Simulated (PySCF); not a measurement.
**C6H8O: core ionisation energies**

Compound: C6H8O.
Numbering: `[OH:1][C@@H:2]1[C@H:3]2[CH:4]=[CH:5][CH2:6][C@@H:7]12`

The calculation used delta-SCF UKS SCAN, pcX-2 on the ionised atom, pcseg-1 elsewhere, spin-free X2C (PySCF). These are vertical core ionisation energies against the vacuum level, from separate self-consistent calculations with and without the core hole.

**Question.** Give the core binding energies atom by atom.

**Answer.** 
```tsv
atom(s)	bonded to	level	binding energy (eV)	above the level's lowest (eV)	count
O1	C and H	O 1s	538.84	0.00	1
C2	O, 2 C and H	C 1s	291.95	+1.95	1
C6	2 C and 2 H	C 1s	290.81	+0.81	1
C7	3 C and H	C 1s	290.56	+0.56	1
C3	3 C and H	C 1s	290.50	+0.50	1
C4	C (double bond), C and H	C 1s	290.23	+0.23	1
C5	C (double bond), C and H	C 1s	290.00	0.00	1
```

The listed C 1s values span 1.95 eV, from C5 (bonded to C (double bond), C and H) to C2 (bonded to O, 2 C and H). The widest gap between neighbouring values is 1.14 eV, between 290.81 and 291.95 eV. Summing the Pauling electronegativity differences to the bonded atoms, each weighted by its formal bond order, gives -0.35 for the lowest site and +0.54 for the highest; no listed site has a larger sum than the highest. The smallest sum, -0.70, belongs to C6, 0.81 eV above the lowest.

**Question.** Which photon energy gives electrons from C 1s of C3 a kinetic energy of 20 eV, and what is their de Broglie wavelength?

**Answer.** hν = 290.50 + 20 = 310.50 eV, recoil neglected; λ = 12.264 Å/√(E/eV) = 2.74 Å.

**Question.** What is the longest wavelength that can ionise C 1s of C3 vertically?

**Answer.** λ = hc/E = 12398.42 eV Å / 290.50 eV = 42.680 Å.

One conformer (not necessarily the lowest) at the PBE0-D3(BJ)/def2-SVP geometry, without solvent, vibrations or thermal averaging.
